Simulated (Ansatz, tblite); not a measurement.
Removing and adding an electron: the cluster Pb₃Se₂F₂. Total charge 0; singlet. Geometry: PBE-D4/def2-SVP. Ansatz, gas phase; energy differences of separate SCF runs; the oxidised species was run as a doublet alone; the reduced species was run as a doublet alone.

```xyz
7

Pb    0.902   -1.873   -1.056
Pb    0.941    1.081    0.770
Pb   -2.316    0.249   -0.102
Se   -0.155    0.620   -1.900
Se   -0.513   -1.387    1.354
F    -1.317    1.901    1.027
F     2.459   -0.590   -0.093
```

In the def2 sets Pb takes a core potential; there is no spin–orbit coupling. The xTB rows come from tblite. HOMO above LUMO, or a gap near zero within one spin, warns that the state may not be the lowest or that an electron is smeared out. The structure comes from a short search, and lower isomers may exist.

```tsv
level	−HOMO (eV)	vertical IE (eV)	−LUMO (eV)	vertical EA (eV)	HOMO–LUMO gap (eV)	IE − EA (eV)	remarks
GFN1-xTB	8.83	11.46	4.25	1.79	4.58	9.67	–
GFN2-xTB	10.57	12.82	6.26	4.06	4.31	8.75	–
PBE-D4/def2-TZVP	5.69	7.94	2.20	–	3.49	–	gap within one spin near zero (+1 doublet)
PBE-D4/def2-TZVPD	5.71	–	2.24	0.51	3.47	–	HOMO above zero (-1 doublet), gap within one spin near zero (-1 doublet)
BLYP-D4/def2-TZVPD	5.54	–	2.19	0.43	3.35	–	HOMO above zero (-1 doublet), gap within one spin near zero (-1 doublet)
PBE0-D4/def2-TZVP	6.60	8.14	1.57	–	5.03	–	–
PBE0-D4/def2-TZVPD	6.61	–	1.61	0.41	5.00	–	HOMO above zero (-1 doublet)
```

Run but left out: BLYP-D4/def2-TZVP (charge +1 doublet: an occupied level 0.01 eV above an empty one).   A HOMO above zero means that the electron is unbound at that level or that self-interaction error raises the level; the energy of removing that electron tells which. Raw xTB energy differences between charge states are shifted by several eV; the methods need an empirical correction for them.
